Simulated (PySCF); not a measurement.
SMILES F[Si](Cl)([SeH])[SeH], singlet (CAM-B3LYP/def2-SVP optimised geometry):

```
7

F      1.502     0.759     1.405
Si     0.894     0.250     0.000
Cl     1.428    -1.719    -0.210
Se     1.856     1.641    -1.499
Se    -1.361     0.250     0.000
H      1.050     1.107    -2.606
H     -1.428     1.719     0.000
```

Calculation: CAM-B3LYP/def2-TZVP (PySCF).

Task: What are the frontier orbital energies and the dipole moment?

Result: HOMO-2 -10.24 eV, HOMO-1 -9.19 eV, HOMO -8.79 eV, LUMO 0.07 eV, LUMO+1 0.82 eV; dipole moment 1.90 D.

On the same geometry PBE/def2-TZVP (PySCF) gives HOMO-2 -7.76 eV, HOMO-1 -6.70 eV, HOMO -6.36 eV, LUMO -1.83 eV, LUMO+1 -1.08 eV; dipole moment 1.80 D.

Meta-Löwdin charges at CAM-B3LYP/def2-TZVP: F1 -0.50, Si2 1.00, Cl3 -0.28, Se4 -0.19, Se5 -0.19, H6 0.08, H7 0.08.
